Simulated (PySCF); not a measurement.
**Question.** Give a PBE0-D3(BJ)/def2-SVP geometry of 4-tert-butylthiophenol, `CC(C)(C)c1ccc(S)cc1`.

**Answer.** 
```
atom  x, y, z in Å
C1    -2.2214    1.3127   -0.2136
C2    -1.6399    0.0220    0.3815
C3    -1.9164    0.0173    1.8853
C4    -2.3402   -1.1934   -0.2437
C5    -0.1433   -0.0457    0.0736
C6     0.3002   -0.0501   -1.2576
C7     1.6482   -0.1112   -1.5846
C8     2.6193   -0.1715   -0.5766
S9     4.3162   -0.2475   -1.0605
C10    2.1970   -0.1680    0.7538
C11    0.8394   -0.1061    1.0657
H12   -2.0898    1.3548   -1.3050
H13   -1.7312    2.1992    0.2172
H14   -3.3009    1.3811   -0.0042
H15   -1.5434   -0.8997    2.3667
H16   -1.4570    0.8822    2.3880
H17   -3.0012    0.0677    2.0644
H18   -1.9330   -2.1323    0.1617
H19   -2.2159   -1.2189   -1.3365
H20   -3.4208   -1.1671   -0.0307
H21   -0.4264   -0.0044   -2.0726
H22    1.9517   -0.1125   -2.6345
H23    4.8320   -0.2913    0.1847
H24    2.9300   -0.2138    1.5632
H25    0.5570   -0.1060    2.1191
```

Any rigid rotation of these coordinates is as good. Atoms count from 1 in this order. Of the pairs four or more bonds apart, C3···H25 is among the closest relative to their van der Waals radii: 2.49 Å, 86 % of the sum of Bondi's values. The C–C distances run from 1.388 Å (C6–C7, aromatic) to 1.536 Å (C2–C4, drawn single), a spread of 0.148 Å. The 6-membered ring C5–C6–C7–C8–C10–C11 has internal angles of 116.8° to 122.0°; it is planar, 0.00 Å rms from its mean plane, widest ring torsion 0°.

Bonds between heavy atoms (Å): C1–C2 1.536, C2–C3 1.529, C2–C4 1.536, C2–C5 1.529, C5–C6 1.403, C6–C7 1.388, C7–C8 1.401, C8–S9 1.766, C8–C10 1.396, C10–C11 1.394, C5–C11 1.398.

Method: PySCF, PBE0-D3(BJ)/def2-SVP geometry optimisation, gas phase.

Point group: Cs (every atom within 0.08 Å of its image). Not checked by PBE0-D3(BJ)/def2-SVP frequencies. The numbers are those of one conformer (C7–C8–S9–H 180°).
